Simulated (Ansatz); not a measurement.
A run for Ansatz (an electronic-structure program): R-CAM-B3LYP/def2-TZVPP on C5H10S (SMILES C1CCSCC1).

Ansatz 0.2 input:
```yaml
crystal:
  periodic: [false, false, false]
  atoms:
    - {symbol: C, position_ang: [-0.16379522, -1.16766807, -0.33475981]}
    - {symbol: C, position_ang: [-1.42811021, -0.32183257, -0.08457209]}
    - {symbol: C, position_ang: [-1.12123647, 1.14762014, 0.22198809]}
    - {symbol: S, position_ang: [0.23174173, 1.80489229, -0.80246498]}
    - {symbol: C, position_ang: [1.57543378, 0.68498946, -0.23346742]}
    - {symbol: C, position_ang: [1.05729166, -0.61164808, 0.39768422]}
    - {symbol: H, position_ang: [-0.34812100, -2.19973355, -0.03122593]}
    - {symbol: H, position_ang: [0.05546170, -1.19149846, -1.40483861]}
    - {symbol: H, position_ang: [-1.98820031, -0.73367885, 0.76101241]}
    - {symbol: H, position_ang: [-2.08184065, -0.38189016, -0.95643779]}
    - {symbol: H, position_ang: [-1.98314428, 1.78195994, 0.01732084]}
    - {symbol: H, position_ang: [-0.86523331, 1.28853805, 1.27280935]}
    - {symbol: H, position_ang: [2.16047731, 0.45941663, -1.12596000]}
    - {symbol: H, position_ang: [2.21980854, 1.22276170, 0.46249188]}
    - {symbol: H, position_ang: [0.80953834, -0.44000835, 1.44850006]}
    - {symbol: H, position_ang: [1.86992835, -1.34222012, 0.39191979]}
basis:
  gaussian:
    orbitals: def2-TZVPP
hamiltonian:
  xc: {name: CAM-B3LYP}
scf: {lower_state_search: off}
```

It printed:

```
WARN ansatz: RAYON_NUM_THREADS=6 ignored (pool sized by the plan → 6); use --threads N
Functional definition: CAM-B3LYP
these checks for a lower state are left out or cut short: stability, starts, cluster_reference, orbital_swaps, neighbouring_geometries, increment
integrals: 0.50 GiB planned
1786 factors; their error is unknown
integrals: 0.54 GiB planned
450 factors; integrals over basis functions are off by at most 7.3e-6 eV
mean field: 3.70 GiB planned
mean field evaluation 1: about -16174.6606 eV, gradient 6.1e1 eV
mean field evaluation 2: about -16173.3829 eV, gradient 6.5e1 eV
mean field evaluation 4: about -16183.1940 eV, gradient 1.4e0 eV
mean field evaluation 8: about -16183.1922 eV, gradient 2.3e-2 eV
mean field evaluation 16: about -16183.1587 eV, gradient 1.1e-4 eV
mean field -16183.15865267 eV, -594.7201111467 hartree, gradient 2.0e-6 eV, S^2 0.000000; 0 other end points of the search recorded, 0 dependent functions left out
reference -16183.15880023 eV, -594.7201165696 hartree; 28, 28 occupied and 309, 309 virtual orbitals, 1786 factors
Total energy: -16183.15880023 eV, -594.7201165696 hartree
Checks for a lower state left out: stability, starts, cluster_reference, orbital_swaps, neighbouring_geometries, increment
```

The run converged.

Cost: around 15 core-seconds (rough).
